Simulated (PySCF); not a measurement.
CH₃ (SMILES [CH3]), doublet, geometry from GFN2-xTB. Base run: HF/6-31G** in PySCF.

Here is a job for PySCF.
```python
from pyscf import gto, scf

mol = gto.Mole()
mol.atom = '''
    C     0.00000000   -0.00000000    0.00000000
    H    -0.02827582    1.06704109   -0.00728260
    H     0.93823542   -0.50900640    0.00748446
    H    -0.90995960   -0.55803469   -0.00020186
'''
mol.basis = '6-31g**'
mol.spin = 1
mol.verbose = 4
mol.build()

mf = scf.UHF(mol)
mf.kernel()
mf.analyze()
```

The base run was repeated with changes; each row names its change, and settings that it needs were set with it.

| change | ΔE vs base (µEh) | fitting functions |
|---|---|---|
| base | 0.0 | - |
| auxbasis = cc-pvtz-jkfit | -1.4 | 169 |
| auxbasis = autoaux | 17.7 | 188 |
| auxbasis = cc-pvqz-jkfit | -0.6 | 259 |
| auxbasis = cc-pvdz-jkfit | 4.7 | 139 |
| auxbasis = even-tempered beta=3.0 | -34.9 | 140 |
| auxbasis = def2-universal-jfit | 124 | 82 |
| exchange = seminumerical (SGX) (with mf = sgx.sgx_fit(mf, auxbasis='def2-universal-jfit'); with mf.with_df.dfj = True) | -116 | 82 |
| auxbasis = def2-svp-ri | -603 | 90 |
| auxbasis = def2-universal-jkfit | -1.8 | 129 |

A fitting set is made for a task (jfit for Coulomb, jkfit for Coulomb and exchange, ri for correlation) and for a family of orbital bases.

Open shells are given as the SCF converged; they aren't shown to be the lowest states, and a large step between rows can be another state.
